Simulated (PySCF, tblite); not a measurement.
System: Al2O, singlet: map of symmetric stretch and bend. Scanned: O-Al bond length and Al-O-Al angle.

GFN2-xTB, 300 K electronic temperature (tblite); RHF/cc-pVDZ (PySCF); CAM-B3LYP/cc-pVDZ (PySCF); PBE/cc-pVDZ (PySCF); MP2 on RHF/cc-pVDZ, 11 core orbitals frozen (PySCF); CCSD on RHF/cc-pVDZ, 11 core orbitals frozen (PySCF); CCSD(T) on RHF/cc-pVDZ, 11 core orbitals frozen (PySCF).

Energies in eV at chosen points (x: O-Al bond length (Å); y: Al-O-Al angle (°)), relative to x = 1.78, y = 180:

```csv
method,"(2.12, 93.64)","(1.61, 171.36)","(1.87, 85)","(1.44, 171.36)","(1.61, 93.64)","(1.95, 85)","(2.12, 171.36)"
GFN2-xTB,2.675,0.008,1.235,2.574,1.276,1.582,2.222
RHF,2.927,0.338,1.882,3.541,2.244,2.161,2.407
CAM-B3LYP,2.428,0.475,1.467,3.722,2.006,1.703,2.068
PBE,1.874,0.685,1.095,4.135,1.974,1.251,1.628
MP2,2.041,0.617,1.327,4.089,2.187,1.469,1.851
CCSD,2.291,0.549,1.473,3.970,2.206,1.654,2.021
CCSD(T),2.090,0.594,1.359,4.047,2.188,1.508,1.884
```
